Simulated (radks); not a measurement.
The numbers below are computed, except where a source is named.
Isoelectronic series with 32 electrons, all held in the configuration [Ar] 3d10 4s2 4p2, which need not be the ground one along the series. Code: a radial shooting solver on a logarithmic mesh with Libxc functionals. Model: scalar-relativistic Kohn-Sham, LDA (Slater exchange, Perdew-Wang correlation), spin-polarised, spherical densities, finite nucleus; open shells are filled with parallel spins first (spin-orbit coupling, left out, can overturn this in heavy ions); Fermi nuclear charge, rms radius of each element as measured or else 0.836 A^(1/3) + 0.57 fm. Total energies (hartree) and mean radii <r> (bohr) (* marks an orbital that is empty in some or all of the ions):

ion	E (hartree)	4d down*	4d up*	4p down*	4p up	4s down	4s up
Ce26+	-8526.0528	0.5933	0.5931	0.5865	0.5863	0.5718	0.5719
Pr27+	-8870.0131	0.5760	0.5758	0.5707	0.5706	0.5568	0.5569
Nd28+	-9221.5564	0.5597	0.5596	0.5558	0.5557	0.5425	0.5426
Pm29+	-9580.7355	0.5443	0.5442	0.5417	0.5416	0.5289	0.5290
Sm30+	-9947.5984	0.5298	0.5297	0.5282	0.5281	0.5159	0.5160
Eu31+	-10322.2436	0.5160	0.5160	0.5154	0.5153	0.5035	0.5036
Gd32+	-10704.7112	0.5029	0.5030	0.5032	0.5031	0.4917	0.4918
Tb33+	-11095.1167	0.4906	0.4906	0.4915	0.4914	0.4803	0.4804
Dy34+	-11493.4001	0.4788	0.4788	0.4803	0.4803	0.4695	0.4696
Ho35+	-11899.7776	0.4675	0.4676	0.4697	0.4696	0.4590	0.4591
Er36+	-12314.2341	0.4568	0.4569	0.4595	0.4594	0.4490	0.4491
Tm37+	-12736.9060	0.4466	0.4467	0.4497	0.4497	0.4394	0.4395
